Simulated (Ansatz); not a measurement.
ReO3Cl (ReClO₃). Charge 0, multiplicity 1. Geometry PBE-D4/def2-SVP.

```tsv
atom	x (Å)	y (Å)	z (Å)
Re1	0.0553	-0.0428	-0.0621
O2	1.7042	0.2892	0.2739
O3	-0.1815	-1.7406	-0.0023
O4	-0.2968	0.5003	-1.6505
Cl5	-1.2812	0.9940	1.4411
```

In the def2 sets Re takes a core potential; there is no spin–orbit coupling.

**Question.** Estimate the orbital energies around the gap (eV) in Ansatz with LDA (SPW92)/def2-TZVP, PBE-D4/def2-TZVP, r2SCAN-D4/def2-TZVPD, PBE0-D4/def2-SVP, r2SCAN0-D4/def2-TZVP.

**Answer.** 
| orbital | LDA (SPW92)/def2-TZVP | PBE-D4/def2-TZVP | r2SCAN-D4/def2-TZVPD | PBE0-D4/def2-SVP | r2SCAN0-D4/def2-TZVP |
| --- | --- | --- | --- | --- | --- |
| HOMO−13 | -24.14 | -24.21 | -25.60 | -27.02 | -28.27 |
| HOMO−12 | -21.75 | -21.62 | -22.62 | -24.31 | -24.93 |
| HOMO−11 | -12.28 | -12.03 | -12.51 | -14.06 | -14.31 |
| HOMO−10 | -12.28 | -12.00 | -12.50 | -14.06 | -14.31 |
| HOMO−9 | -12.28 | -12.00 | -12.50 | -13.87 | -14.10 |
| HOMO−8 | -11.95 | -11.68 | -12.14 | -13.60 | -13.81 |
| HOMO−7 | -11.95 | -11.68 | -12.14 | -13.60 | -13.81 |
| HOMO−6 | -11.10 | -10.84 | -11.28 | -12.56 | -12.85 |
| HOMO−5 | -9.75 | -9.48 | -9.85 | -10.95 | -11.27 |
| HOMO−4 | -9.53 | -9.30 | -9.72 | -10.82 | -11.17 |
| HOMO−3 | -9.53 | -9.30 | -9.72 | -10.82 | -11.17 |
| HOMO−2 | -8.96 | -8.70 | -9.09 | -10.27 | -10.52 |
| HOMO−1 | -8.96 | -8.70 | -9.09 | -10.27 | -10.52 |
| HOMO | -8.69 | -8.43 | -8.84 | -10.15 | -10.38 |
| LUMO | -4.53 | -4.28 | -4.33 | -3.66 | -3.68 |
| LUMO+1 | -4.53 | -4.28 | -4.33 | -3.66 | -3.68 |
| LUMO+2 | -3.82 | -3.55 | -3.55 | -2.92 | -2.86 |
| LUMO+3 | -2.15 | -1.84 | -1.75 | -0.97 | -1.05 |
| LUMO+4 | -2.15 | -1.84 | -1.75 | -0.97 | -1.05 |
| LUMO+5 | -1.21 | -0.92 | -0.55 | -0.18 | 0.11 |
